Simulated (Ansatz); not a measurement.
`F[SiH2]O[SiH2][SiH3]` + H₂ → `F[SiH2]O[SiH3]` + SiH₄  (hydrogenolysis of the Si–Si bond)

Computed with Ansatz on PBE0-D4/def2-TZVP structures; ΔE is electronic, products minus reactants. CCSD(T)/CBS adds triple-zeta CCSD(T) − MP2 to the extrapolated MP2 energy (def2 sets, frozen cores). This one scheme is used for every species. Functionals use def2-TZVPP. One conformer a species, not always the lowest.

`F[SiH2]O[SiH2][SiH3]`:

Cartesian coordinates in Å:
```
F 1.138 1.054 2.572
Si -0.291 0.525 2.105
O -0.598 1.042 0.605
Si -0.267 0.868 -1.001
Si 0.452 -1.311 -1.489
H -1.302 1.092 3.019
H -0.236 -0.955 2.139
H 0.779 1.851 -1.386
H -1.510 1.185 -1.752
H -0.603 -2.304 -1.151
H 0.755 -1.407 -2.943
H 1.681 -1.640 -0.718
```

H₂:

Cartesian coordinates in Å:
```
H 0.260 -0.207 0.169
H -0.260 0.207 -0.169
```

`F[SiH2]O[SiH3]`:

```xyz
9

F     2.227    0.156    1.006
Si    0.932   -0.773    0.990
O     0.008   -0.393   -0.280
Si   -0.968    0.689   -1.034
H     1.383   -2.171    0.846
H     0.203   -0.523    2.254
H    -1.947   -0.065   -1.852
H    -0.153    1.569   -1.906
H    -1.684    1.512   -0.025
```

SiH₄:

Cartesian coordinates in Å:
```
Si 0.000 0.000 0.000
H 0.120 1.460 -0.241
H -1.253 -0.502 -0.617
H -0.030 -0.260 1.461
H 1.163 -0.698 -0.604
```

```tsv
species	PBE0 energy (Eh)
`F[SiH2]O[SiH2][SiH3]`	-1047.45706
H₂	-1.16849
`F[SiH2]O[SiH3]`	-756.87763
SiH₄	-291.75661
```

Problem. Work out ΔE.

Solution. ΔE = (-756.87763) + (-291.75661) − (-1047.45706) − (-1.16849) = -0.00869 Eh = -22.8 kJ/mol. CCSD(T)/CBS gives -25.7 kJ/mol.

Largest T1 diagnostic among the species: 0.012.

In def2-TZVPP, CCSD(T) changes the Hartree–Fock value by +30.2 kJ/mol (the triples alone add +5.4 kJ/mol) and MP2 by +29.2 kJ/mol. The D4 term adds +11.9 kJ/mol with B3LYP and +6.8 kJ/mol with PBE0; it sums over pairs of atoms, weighted by their polarisabilities, and B3LYP, whose exchange is more repulsive, gets the larger term.

B3LYP here is the variant with VWN-RPA as its local correlation; programs differ in this.
